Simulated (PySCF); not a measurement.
ClCu (SMILES [Cl][Cu]), singlet, geometry from GFN2-xTB (such geometries of metal compounds can be far from the true shape); BLYP/pcseg-1 (PySCF).

The PySCF input:
```python
from pyscf import gto, scf, dft

mol = gto.Mole()
mol.atom = '''
    Cu   -0.000000   -0.000000   -0.757813
    Cl    0.000000    0.000000    1.292741
'''
mol.basis = 'pcseg-1'
mol.charge = 0
mol.spin = 0
mol.verbose = 4
mol.build()

mf = dft.RKS(mol)
mf.xc = 'blyp'
mf.diis_space = 2
mf.kernel()
mf.analyze()
```

Output, abridged:

```
PySCF version 2.14.0

[INPUT] verbose = 4
[INPUT] num. atoms = 2
[INPUT] num. electrons = 46
[INPUT] charge = 0
[INPUT] spin (= nelec alpha-beta = 2S) = 0
[INPUT] symmetry False subgroup None
[INPUT] Mole.unit = angstrom
[INPUT] Symbol           X                Y                Z      unit          X                Y                Z       unit  Magmom
[...]
nuclear repulsion = 127.226283718234
number of shells = 7
number of NR pGTOs = 125
number of NR cGTOs = 49
basis = pcseg-1
ecp = {}

******** <class 'pyscf.dft.rks.RKS'> ********
method = RKS
initial guess = minao
damping factor = 0
level_shift factor = 0
DIIS = <class 'pyscf.scf.diis.CDIIS'>
diis_start_cycle = 1
diis_space = 2
diis_damp = 0
SCF conv_tol = 1e-09
SCF conv_tol_grad = None
SCF max_cycles = 50
direct_scf = True
direct_scf_tol = 1e-13
XC library pyscf.dft.libxc version 7.1.2
    S. Lehtola, C. Steigemann, M. J. T. Oliveira, and M. A. L. Marques,  SoftwareX 7, 1–5 (2018)
XC functionals = blyp
    A. D. Becke,  Phys. Rev. A 38, 3098 (1988)
    C. Lee, W. Yang, and R. G. Parr,  Phys. Rev. B 37, 785 (1988)
    B. Miehlich, A. Savin, H. Stoll, and H. Preuss,  Chem. Phys. Lett. 157, 200 (1989)
radial grids:
    Treutler-Ahlrichs [JCP 102, 346 (1995); DOI:10.1063/1.469408] (M4) radial grids

becke partition: Becke, JCP 88, 2547 (1988); DOI:10.1063/1.454033
pruning grids: <function nwchem_prune>
grids dens level: 3
symmetrized grids: False
atomic radii adjust function: <function treutler_atomic_radii_adjust>
small_rho_cutoff = 0
Set gradient conv threshold to 3.16228e-05
Initial guess from minao.
tot grids = 39520
init E= -2100.28339473884
[...]
cycle= 1 E= -2098.02941298831  delta_E= 2.25  |g|= 4.08  |ddm|= 2.78
[...]
cycle= 2 E= -2090.98106097151  delta_E= 7.05  |g|=  4.3  |ddm|= 7.91

WARN: HOMO -0.00354718982671032 == LUMO -0.00353886112967424

cycle= 3 E= -2091.45640012933  delta_E= -0.475  |g|= 7.35  |ddm|= 11.1

WARN: HOMO 0.0490854858208619 == LUMO 0.049085485820871

cycle= 4 E= -2053.48342181603  delta_E=   38  |g|= 8.37  |ddm|= 10.1
[...]
cycle= 5 E= -2080.30555490663  delta_E= -26.8  |g|=  4.3  |ddm|= 16.7
[...]
cycle= 6 E= -2040.58478309042  delta_E= 39.7  |g|= 8.91  |ddm|= 12.2

WARN: HOMO -0.236260027505597 == LUMO -0.236181655595419

cycle= 7 E= -2044.7168945775  delta_E= -4.13  |g|= 8.86  |ddm|= 8.89
[...]
cycle= 8 E= -2077.9312828351  delta_E= -33.2  |g|= 4.85  |ddm|= 15.7
[...]
cycle= 9 E= -2050.54701570873  delta_E= 27.4  |g|= 10.5  |ddm|= 16.4
[...]
[...]
[...]
cycle= 28 E= -2039.45134139963  delta_E= 16.3  |g|= 8.82  |ddm|= 11.5
[...]
cycle= 29 E= -2077.78703501164  delta_E= -38.3  |g|= 4.95  |ddm|= 12.3
[...]
cycle= 30 E= -2064.11525530436  delta_E= 13.7  |g|= 11.9  |ddm|= 16.4
[...]
cycle= 31 E= -2036.12577492778  delta_E=   28  |g|= 9.27  |ddm|=   11
[...]
cycle= 32 E= -2077.77871302157  delta_E= -41.7  |g|= 4.98  |ddm|= 12.7
[...]
cycle= 33 E= -2060.46209276237  delta_E= 17.3  |g|= 11.2  |ddm|= 16.8
[...]
cycle= 34 E= -2037.16595307877  delta_E= 23.3  |g|= 8.95  |ddm|= 11.2
[...]
cycle= 35 E= -2077.758382659  delta_E= -40.6  |g|= 4.98  |ddm|= 12.5
[...]
cycle= 36 E= -2067.88763475867  delta_E= 9.87  |g|= 12.2  |ddm|= 16.1
[...]
cycle= 37 E= -2035.65388229897  delta_E= 32.2  |g|= 9.46  |ddm|= 10.9
[...]
cycle= 38 E= -2077.82032528565  delta_E= -42.2  |g|= 4.96  |ddm|= 12.7
[...]
cycle= 39 E= -2057.09665818012  delta_E= 20.7  |g|= 10.4  |ddm|= 17.2
[...]
cycle= 40 E= -2038.59625249501  delta_E= 18.5  |g|= 8.78  |ddm|= 11.4
[...]
cycle= 41 E= -2077.76825727267  delta_E= -39.2  |g|= 4.97  |ddm|= 12.4
[...]
cycle= 42 E= -2069.00005012407  delta_E= 8.77  |g|= 12.2  |ddm|= 15.9
[...]
cycle= 43 E= -2035.50337715888  delta_E= 33.5  |g|= 9.54  |ddm|= 10.7
[...]
cycle= 44 E= -2077.83767093528  delta_E= -42.3  |g|= 4.95  |ddm|= 12.8
[...]
cycle= 45 E= -2056.13274382174  delta_E= 21.7  |g|= 10.1  |ddm|= 17.3
[...]
cycle= 46 E= -2039.18279027452  delta_E= 16.9  |g|=  8.8  |ddm|= 11.4
[...]
cycle= 47 E= -2077.78001437912  delta_E= -38.6  |g|= 4.96  |ddm|= 12.3
[...]
cycle= 48 E= -2065.87246282231  delta_E= 11.9  |g|= 12.1  |ddm|= 16.2
[...]
cycle= 49 E= -2035.83350064537  delta_E=   30  |g|= 9.39  |ddm|= 10.9
[...]
cycle= 50 E= -2077.79588314786  delta_E=  -42  |g|= 4.97  |ddm|= 12.7
SCF not converged.
SCF energy = -2077.79588314786
**** SCF Summaries ****
Total Energy =                       -2077.795883147857239
Nuclear Repulsion Energy =             127.226283718234242
One-electron Energy =                -3211.481307939742692
Two-electron Energy =                 1006.459141073651381
Two-electron Coulomb Energy =         1104.440902140594972
DFT Exchange-Correlation Energy =      -97.981761066943648
HOMO-LUMO gap [eV] =                    11.556837195160607
**** MO energy ****
[...]
 ** Mulliken pop on meta-lowdin orthogonal AOs  **
 ** Mulliken pop  **
 ** Mulliken atomic charges  **
charge of    0Cu =     -6.86906
charge of    1Cl =      6.86906
Dipole moment(X, Y, Z, Debye):  0.00000,  0.00000, 88.88762
```

The run did not converge; its last values are not results.
